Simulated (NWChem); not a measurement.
AgI; SMILES [Ag][I]

Program: NWChem. All runs use the structure optimised with PBE0-D3(BJ)/def2-TZVP. def2 effective core potentials on Ag, I; no spin-orbit coupling. Level M06-2X/def2-SVP: energy and gradient on several grids; changes count from the extra-fine grid, which is no exact limit either.

```json
[
 {"grid": "xcoarse", "size of the energy change (μHa)": "30", "largest change of a gradient component (μHa/bohr)": "200"},
 {"grid": "coarse", "size of the energy change (μHa)": "10", "largest change of a gradient component (μHa/bohr)": "< 30"},
 {"grid": "medium", "size of the energy change (μHa)": "< 10", "largest change of a gradient component (μHa/bohr)": "< 30"},
 {"grid": "fine", "size of the energy change (μHa)": "< 10", "largest change of a gradient component (μHa/bohr)": "< 30"},
 {"grid": "xfine", "size of the energy change (μHa)": "< 10", "largest change of a gradient component (μHa/bohr)": "< 30"}
]
```
